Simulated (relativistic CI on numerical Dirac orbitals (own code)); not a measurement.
**Fe3+ in a cubic cluster: L2,3 absorption with charge transfer**

Computed with a charge-transfer multiplet model of a cubic metal-ligand cluster with up to 3 ligand holes, Slater and spin-orbit integrals from Dirac-Coulomb-Breit ions, Slater integrals scaled by 0.7. The ground state mixes d5 with configurations of k ligand holes L, whose averages lie at kΔ + k(k − 1)U_dd/2; a core hole lowers each added d electron by U_cd. 300 K, Lorentzian 0.4 eV and Gaussian 0.3 eV FWHM.

Atomic integrals in eV (Slater integrals scaled, ζ unscaled), ground: F2dd 8.389, F4dd 5.243, zeta_d 0.056; with the core hole: F2dd 8.932, F4dd 5.587, zeta_d 0.075, zeta_core 8.130, F2cd 5.236, G1cd 3.950, G3cd 2.245.

Cluster parameters (eV): U_dd = 6.8, U_cd = 7.9, 10Dq = 1.35, 10Dq(ligand) = 0.3, V(eg) = 1.25, V(t2g) = -0.63, final-state hopping factor = 0.8.

| Case | n_d | d5 | d6L | d7L2 | d8L3 | S |
| --- | --- | --- | --- | --- | --- | --- |
| Δ = 2.1 eV | 5.16 | 0.85 | 0.15 | 0.00 | 0.00 | 2.50 |
| Δ = 4.1 eV | 5.09 | 0.91 | 0.08 | 0.00 | 0.00 | 2.50 |
| Δ = 5.1 eV | 5.07 | 0.93 | 0.07 | 0.00 | 0.00 | 2.50 |

Weights, n_d and S are thermal averages at 300 K. Photon energies count from the first peak over 30 % of the highest in each spectrum, which can be another peak from case to case. The parameters are a model scan and need not match a compound or its usual spin state. Peaks in eV (height, largest 100):
- Δ = 2.1 eV: 0.0 (32), 1.6 (100), 4.8 (9), 12.9 (16), 14.6 (24), 15.6 (17)
- Δ = 4.1 eV: 0.0 (31), 1.6 (100), 2.9 (29), 4.8 (9), 13.0 (16), 14.7 (24), 15.8 (19)
- Δ = 5.1 eV: 0.0 (31), 1.6 (100), 2.9 (29), 4.8 (9), 12.9 (16), 14.6 (23), 15.8 (19)

For the case Δ = 4.1 eV, Δ = 4.1 eV is smaller than U_dd = 6.8 eV, the charge-transfer side of the Zaanen-Sawatzky-Allen scheme. With the core hole the configuration with one ligand hole lies at Δ + U_dd − U_cd = 1.0, 3.0, 4.0 eV from the one without, in the order of the table; where this is negative the screened configuration lies lower, though the effective hopping of about 1.6 eV (from the holes of the mixed ground state) mixes the two strongly wherever it is as large as the gap.
